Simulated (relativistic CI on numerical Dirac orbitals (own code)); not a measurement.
**Sensitivity of the levels of Ca XIX to α and to the nuclear radius**

Calculated at this level of theory: Dirac-Coulomb-Breit CI, orbitals from a KLI potential per configuration, derivatives by finite differences, unscaled Slater integrals, QED left out (own radial code, finite nucleus).

Configuration list: 1s2, 1s 2s, 1s 2p. Levels of other configurations are missing.

With x = (α/α₀)² − 1 an excitation energy changes as ω = ω₀ + qx; K = 2q/ω₀ is the relative enhancement. Terms are leading LS components, so labels can repeat. The field-shift factor is F = δν/δ⟨r²⟩ for the transition from the lowest level.

Lowest level 1s2 1S_0.

```json
{"Level": "1s 2s 3S_1", "ω₀ (cm⁻¹)": "31142761", "q (cm⁻¹)": "127100", "F (GHz/fm²)": "-221"}
{"Level": "1s 2p 3P°_0", "ω₀ (cm⁻¹)": "31315567", "q (cm⁻¹)": "139700", "F (GHz/fm²)": "-255"}
{"Level": "1s 2p 3P°_1", "ω₀ (cm⁻¹)": "31323288", "q (cm⁻¹)": "143800", "F (GHz/fm²)": "-255"}
{"Level": "1s 2s 1S_0", "ω₀ (cm⁻¹)": "31330635", "q (cm⁻¹)": "135300", "F (GHz/fm²)": "-222"}
{"Level": "1s 2p 3P°_2", "ω₀ (cm⁻¹)": "31358890", "q (cm⁻¹)": "183500", "F (GHz/fm²)": "-255"}
{"Level": "1s 2p 1P°_1", "ω₀ (cm⁻¹)": "31481117", "q (cm⁻¹)": "172700", "F (GHz/fm²)": "-254"}
```

At this charge energies of transitions that change n are usually good to better than 1 %, and those within a shell (Δn = 0) to a few per cent.

Q: Which transition from the lowest level has the largest |K|?

A: 1s 2p 3P°_2 at 31358890 cm⁻¹, K = 0.0117.
